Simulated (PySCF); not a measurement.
First SCF of a structure search on doublet GeF₂⁺, at a hand-made bent geometry. PySCF input:

```python
from pyscf import gto, scf, dft
mol = gto.M(atom='''
Ge     0.000000     0.000000     0.000000
F      1.485100     0.000000     1.039900
F     -1.485100     0.000000     1.039900''',
    basis={'Ge': 'def2-TZVP', 'F': 'def2-TZVP'},
    charge=1, spin=1)
mf = dft.UKS(mol, xc='PBE0')
mf.grids.atom_grid = (50, 194)
aux = {'Ge': 'def2-universal-JKFIT', 'F': 'def2-universal-JKFIT'}
mf = mf.density_fit(auxbasis=aux)
mf.conv_tol = 1e-08
mf.diis_space = 10
mf.max_cycle = 60
mf.init_guess = 'minao'
mf.verbose = 4
mf.kernel()
```

Excerpt of the output (cycles alone):

```
init E= -2275.65781556286
cycle= 1 E= -2275.75154755467  delta_E= -0.0937  |g|= 0.796  |ddm|= 1.23
cycle= 2 E= -2274.43463379313  delta_E= 1.32  |g|= 2.11  |ddm|= 1.71
cycle= 3 E= -2275.96385292942  delta_E= -1.53  |g|= 0.223  |ddm|= 1.17
cycle= 4 E= -2275.97243551129  delta_E= -0.00858  |g|= 0.0976  |ddm|= 0.144
cycle= 5 E= -2275.97524310227  delta_E= -0.00281  |g|= 0.0186  |ddm|= 0.04
cycle= 6 E= -2275.97544711992  delta_E= -0.000204  |g|= 0.00374  |ddm|= 0.0167
cycle= 7 E= -2275.97546537759  delta_E= -1.83e-05  |g|= 0.00134  |ddm|= 0.00709
cycle= 8 E= -2275.97546809104  delta_E= -2.71e-06  |g|= 0.000569  |ddm|= 0.00341
cycle= 9 E= -2275.97546841286  delta_E= -3.22e-07  |g|= 0.000164  |ddm|= 0.00108
cycle= 10 E= -2275.97546843902  delta_E= -2.62e-08  |g|= 4.15e-05  |ddm|= 0.000297
cycle= 11 E= -2275.97546844189  delta_E= -2.87e-09  |g|= 1.33e-05  |ddm|= 0.000105
Extra cycle  E= -2275.97546844217  delta_E= -2.83e-10  |g|= 8.96e-06  |ddm|= 2.55e-05
converged SCF energy = -2275.97546844217  <S^2> = 0.75962211  2S+1 = 2.0095991
```

No lower solution of this spin was found by a stability analysis within the unrestricted form.

The search for the lowest solution, with the stability check, took 6.7 s on 4 threads of a shared Arm Neoverse V1 host, with 110 basis functions; the process peaked at 0.36 GiB.
